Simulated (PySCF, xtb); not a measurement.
CH8FNSi2, SMILES C[Si@@H](F)N[SiH3].

GFN2-xTB in xtb at its own geometry gives an orbital gap of 5.34 eV and a dipole moment of 1.68 D.

The structure is a stationary point at PBE0-D3(BJ)/def2-SVP. The structure was generated by enumeration; whether it is a known compound was not checked. Other conformers were not sampled.

Task: What does PBE0/def2-TZVP in PySCF give? (An estimate is asked for; the answer gives what the named calculation found.)

Result: gap 8.11 eV (levels -7.91 and 0.20 eV), dipole 1.67 D.
